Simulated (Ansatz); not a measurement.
System: C₃H₄NSSi (charge 0, doublet). It need not be the lowest isomer of its formula. 
Geometry from a B3LYP-D3(BJ)/def2-TZVP (Ansatz, a quantum-chemistry and plane-wave program) optimisation:
```
C
N 1 1.3239
C 2 1.3184 1 111.04
C 3 1.3551 2 119.71 1 0.00
H 4 1.0755 3 130.86 2 180.00
S 4 1.7302 5 122.63 3 -180.00
Si 1 1.8729 2 124.35 3 -180.00
H 7 1.4781 1 109.68 2 60.34
H 7 1.4781 8 109.82 1 120.60
H 7 1.4797 8 110.11 9 121.42
```
Charge 0, spin multiplicity 2.

Total electronic energies in hartree. Correlated levels leave the core frozen unless marked. UHF or UKS for open shells. No spin-orbit coupling. Non-relativistic. CBS(X,Y): correlation extrapolated as X^-3; Hartree-Fock from the larger set. The bracket is a focal-point correction in the basis named.

The UHF reference is spin-contaminated (<S^2> 0.41 over the pure value in the largest basis). 

```tsv
level	program	energy (Eh)
r2SCAN0/def2-TZVPD	Ansatz	-858.96785
HSE06/def2-TZVPD	Ansatz	-858.66198
CCSD/6-31G	Ansatz	-857.04140
CCSD/cc-pV(Q+d)Z	Ansatz	-857.88588
CCSD(T)/cc-pV(D+d)Z	Ansatz	-857.61515
CCSD(T)/cc-pV(T+d)Z	Ansatz	-857.86769
CCSD(T) with core electrons (1s frozen past Ne)/cc-pwCVTZ	Ansatz	-858.60530
RI-MP2/CBS(cc-pV(T+d)Z,cc-pV(Q+d)Z)+[CCSD(T)-MP2]/cc-pV(Q+d)Z	Ansatz	-857.9930
CCSD(T)/CBS(cc-pV(T+d)Z,cc-pV(Q+d)Z)	Ansatz	-857.9895
```

Totals of different functionals don't rank their quality; only differences between species are comparable.
